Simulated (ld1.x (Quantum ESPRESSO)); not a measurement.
# What one change does to a pseudopotential (Al, PAW)

ld1.x (Quantum ESPRESSO) 7.5 input, shortened:

```
&input
   title='Al', zed=13., rel=1, dft='PZ', iswitch=3,
   config='[Ne] 3s1.5 3p1.5'
 /
 &inputp
   pseudotype=3, lpaw=.true., tm=.true., lloc=-2, rcloc=1.80,
   nlcc=.true., new_core_ps=.true., rcore=1.25,
   which_augfun='PSQ', rmatch_augfun_nc=.true.
 /
4
3S  1  0   1.50   0.00  1.40  1.85  0.0
3S  1  0   0.00   0.10  1.40  1.85  0.0
3P  2  1   1.50   0.00  1.55  1.80  0.0
3P  2  1   0.00   4.70  1.55  1.80  0.0
 &test
   configts(1)='3s1.5 3p1.5'
 /
```

Change: wave 3p channel at 4.7 Ry: rcut 1.55, rcutus 1.80 bohr becomes 3p channel at 0.05 Ry: rcut 1.55, rcutus 1.80 bohr.

Cutoffs: the cutoffs (Ry, on a coarse ladder) from which the occupation-weighted sum of valence levels, in a spherical-Bessel basis at the reference potential, stays within 10 and 1 mRy of its value at 400 Ry; they do not see the model core or the augmentation charge, which bear on the density cutoff. Errors are all-electron minus pseudo energies relative to the spin-unpolarised reference configuration.

Task: How do hardness, ghosts and transferability respond?

Result: Both files are so soft that the ladder of cutoffs tells neither apart; of the 9 tests that both files solve, the error grows in 2 and shrinks in 0 by more than 15 % and 0.3 meV (median size 0.5 → 0.5 meV); the range in which the p phases agree narrows (upper end at the end of the scan → 2.6); neither file shows a bound ghost.

```csv
quantity,base,changed
"cutoff, loose",8 Ry,8 Ry
"cutoff, tight",12 Ry,12 Ry
bound ghosts,none,none
"error for 3s2 3p1, meV [ΔE -2.55 eV]",-0.2,-0.3
"error for 3s2 3p0, meV [ΔE 3.30 eV]",-0.5,-0.5
"error for 3s1 3p0, meV [ΔE 22.67 eV]",-21,-21
"error for 3s1 3p2, meV [ΔE 2.60 eV]",-0.4,-0.4
"error for 3s0 3p3, meV [ΔE 7.95 eV]",-2.3,-3.2
"error for 3s1 3p1, meV [ΔE 9.11 eV]",-2.2,-3.0
"error for 3s2 3p1.3, meV [ΔE -3.15 eV]",-0.2,-0.3
"error for 3s1.5 3p1.5 (spin-polarised), meV [ΔE -0.62 eV]",-1.0,-1.0
"error for 3s2 3p1 (spin-polarised), meV [ΔE -2.69 eV]",-0.3,-0.4
s: phases at 2.00 bohr within 0.05 rad from the reference energy up to (Ry; the scan ends near 5),4.7,4.7
p: phases at 2.00 bohr within 0.05 rad from the reference energy up to (Ry; the scan ends near 5),to the end of the scan,2.6
lowest overlap eigenvalue by channel,"s 0.49, p 0.74","s 0.49, p 0.79"
```
